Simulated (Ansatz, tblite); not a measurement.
Cost and result up the ladder for Cd2O2⁻ (the lowest doublet isomer of a short search) (4 atoms). The state is a doublet with charge -1. Geometry: PBE0-D4/def2-TZVPD.

Cartesian coordinates in Å:
```
Cd -2.194 0.031 -1.699
Cd 0.711 -0.036 0.552
O -0.604 0.882 -0.518
O 2.087 -0.878 1.665
```

Ansatz on 4 threads of Intel Xeon on a shared host; xTB runs through tblite on one thread. Times are rough, summed over both states, and most runs start from the orbitals of an earlier one. PBE0-D4/def2-TZVPD serves as the yardstick here, not as an exact answer. The other state is a triplet.

In the def2 sets Cd takes a core potential; there is no spin–orbit coupling. The xTB rows come from tblite. The structure comes from a short search, and lower isomers may exist.

Raw xTB energies of ions are shifted by several eV, and xTB has no spin-polarisation term.

```
               level  functions  wall time  vertical IE (eV)  difference from PBE0-D4/def2-TZVPD (eV)
            GFN1-xTB         16    0.012 s              8.63                                     6.45
            GFN2-xTB         16    0.038 s              7.61                                     5.44
   PBE-D4/def2-TZVPD        160       18 s              2.76                                     0.59
  PBE0-D4/def2-TZVPD        160       33 s              2.17                                     0.00
r2SCAN-D4/def2-TZVPD        160       37 s              2.43                                     0.26
```
